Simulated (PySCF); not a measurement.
CoCl₂: bending curve

All numbers come from UPBE/[Co def2-TZVP, Cl def2-TZVP], no relativity, density fitting, PySCF.

Rigid scan from the quartet minimum (Co–Cl 2.077 Å (×2); Cl–Co–Cl 180.0°). Coordinate: the Cl–Co–Cl angle, bonds fixed. Energies in kJ/mol from the minimum.

```tsv
bond angle (°)	E (kJ/mol)	dipole size (D)	⟨S²⟩
80	176.2	4.06	3.76
90	116.1	3.71	3.76
100	79.2	3.32	3.76
110	54.6	2.92	3.76
120	37.3	2.50	3.76
130	24.7	2.08	3.76
140	15.3	1.65	3.76
150	8.5	1.22	3.76
160	3.8	0.79	3.76
170	1.0	0.39	3.76
180	0.0	0.00	3.76
```

Other spin states or occupations of the open shell can lie lower.

Other isomers or separated fragments may lie lower.

The scan took 53 s on 2 threads of a shared Intel Xeon Platinum 8488C (Sapphire Rapids) host; the process peaked at 0.98 GiB.
